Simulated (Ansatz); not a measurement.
Species: trichloro(fluoro)silane, sum formula SiCl₃F (charge 0, singlet). SMILES: F[Si](Cl)(Cl)Cl
Geometry: optimised at B3LYP-D3(BJ)/def2-TZVP (Ansatz, a quantum-chemistry and plane-wave program).

Quantity: vertical triplet-singlet gap (E(triplet) - E(singlet); each state is the SCF solution reached for its spin; the molecule has degenerate orbitals, so one determinant may break the symmetry; for the triplet the Hartree-Fock reference is unstable and T1 is 0.030), in eV. Valence correlation only, unless marked. UHF or UKS for open shells. No spin-orbit coupling. No relativistic terms.  The program attaches cautions to a run behind CCSD/aug-cc-pV(Q+d)Z: other roots.

| level | program | vertical triplet-singlet gap (eV) |
|---|---|---|
| HF/aug-cc-pV(D+d)Z | Ansatz | 7.98 |
| RI-HF/aug-cc-pV(Q+d)Z | Ansatz | 8.02 |
| SVWN5/def2-TZVPD | Ansatz | 6.52 |
| PBE/def2-TZVPD | Ansatz | 6.51 |
| r2SCAN/def2-TZVPD | Ansatz | 6.99 |
| PBE0/def2-TZVPD | Ansatz | 7.21 |
| BHLYP/def2-TZVPD | Ansatz | 7.81 |
| CAM-B3LYP/def2-TZVPD | Ansatz | 7.59 |
| wB97X-V/def2-TZVPD | Ansatz | 8.04 |
| B2PLYP/def2-TZVPD | Ansatz | 7.65 |
| MP2/aug-cc-pV(D+d)Z | Ansatz | 8.31 |
| MP2/aug-cc-pV(T+d)Z | Ansatz | 8.37 |
| RI-MP2/aug-cc-pV(T+d)Z | Ansatz | 8.37 |
| RI-MP2/aug-cc-pV(Q+d)Z | Ansatz | 8.41 |
| SCS-MP2/aug-cc-pV(D+d)Z | Ansatz | 8.36 |
| SCS-MP2/aug-cc-pV(T+d)Z | Ansatz | 8.44 |
| CCSD/aug-cc-pV(T+d)Z | Ansatz | 8.11 |
| CCSD/aug-cc-pV(Q+d)Z | Ansatz | 8.24 |
| CCSD(T)/aug-cc-pV(D+d)Z | Ansatz | 7.90 |
| CCSD(T)/aug-cc-pV(T+d)Z | Ansatz | 7.99 |
